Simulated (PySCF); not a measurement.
Numbering as in the mapped SMILES `[O:1]=[c:2]1[cH:3][c:4]([CH:5]([F:6])[F:7])[cH:8][cH:9][o:10]1`. Each H is labelled by its parent atom.

All values are calculated (PySCF 2.14): GIAO PBE0/pcSseg-1 shieldings, geometry: GFN2-xTB. Isolated molecule, one conformer, one averaged value for each set of equivalent atoms, relativity neglected.

Q: List the cross peaks expected in HSQC, COSY and HMBC spectra.

A: 

HSQC (one-bond C–H):
| δH | δC |
| --- | --- |
| 7.83 (H(C9)) | 162.0 (C9) |
| 6.69 (H(C3)) | 119.4 (C3) |
| 6.65 (H(C5)) | 118.1 (C5) |
| 6.16 (H(C8)) | 107.4 (C8) |

COSY cross peaks (H two or three bonds apart, from the bond graph; peaks can be absent where the dihedral angle is near 90°):
| δH | δH |
| --- | --- |
| 7.83 (H(C9)) | 6.16 (H(C8)) |

HMBC (two and three bonds, from the bond graph; two-bond peaks within aromatic rings are usually weak or absent):
| δH | δC |
| --- | --- |
| 7.83 (H(C9)) | 162.8 (C2), 155.8 (C4), 107.4 (C8) |
| 6.69 (H(C3)) | 162.8 (C2), 155.8 (C4), 118.1 (C5), 107.4 (C8) |
| 6.65 (H(C5)) | 155.8 (C4), 119.4 (C3), 107.4 (C8) |
| 6.16 (H(C8)) | 162.0 (C9), 155.8 (C4), 119.4 (C3), 118.1 (C5) |

Scale: $^{1}$H (σref 31.72), $^{13}$C (σref 186.93) vs TMS (reference shieldings calculated alike).

Shifts are as computed. Against solution values, carbons near 30 ppm lie about +3 ppm off and those near 130 ppm about +5 ppm (rms about the fit 2.1 ppm; single classes can miss by 10 ppm). Of 1328 compounds with measured shifts, 309 miss one by over three times the rms of a fit or turn the order of signals round; such compounds aren't used in these exercises. Signals without a measured value on file couldn't be tested in this way; 1H shifts scatter by 0.2 ppm about their fit, and single ones miss by 0.5 ppm.
